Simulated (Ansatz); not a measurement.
`[SiH3]C(Cl)Cl` and `CC(Cl)Cl` differ in one atom or group.

Ansatz, PBE0-D4/def2-TZVP geometries, multiplicity 1. 

| property | `[SiH3]C(Cl)Cl` |
| --- | --- |
| HOMO–LUMO gap (ωB97M-V/def2-TZVPP) / eV | 11.88 |
| zero-point energy (PBE0-D4/def2-TZVP) / kJ/mol | 115.6 |
| size of the dipole moment (ωB97M-V/def2-TZVPP) / D | 1.57 |
| LUMO energy (PBE0/def2-TZVPP) / eV | -0.48 |
| HOMO energy (PBE/def2-TZVPP) / eV | -6.87 |
| LUMO energy (PBE/def2-TZVPP) / eV | -1.49 |

Give the same properties after the change, and the shifts. (Estimate.)

The calculation gave: 
```tsv
property	`CC(Cl)Cl`	shift
HOMO–LUMO gap (ωB97M-V/def2-TZVPP) / eV	13.12	1.24
zero-point energy (PBE0-D4/def2-TZVP) / kJ/mol	151.1	35.5
size of the dipole moment (ωB97M-V/def2-TZVPP) / D	2.02	0.45
LUMO energy (PBE0/def2-TZVPP) / eV	0.11	0.59
HOMO energy (PBE/def2-TZVPP) / eV	-7.19	-0.32
LUMO energy (PBE/def2-TZVPP) / eV	-1.01	0.48
```

With PBE0 the HOMO falls by 0.40 eV and the LUMO rises by 0.59 eV, so the gap widens by about 0.99 eV. PBE moves the HOMO by -0.32 eV and ωB97M-V by -0.43 eV. Dipoles are sizes alone; their direction can turn.
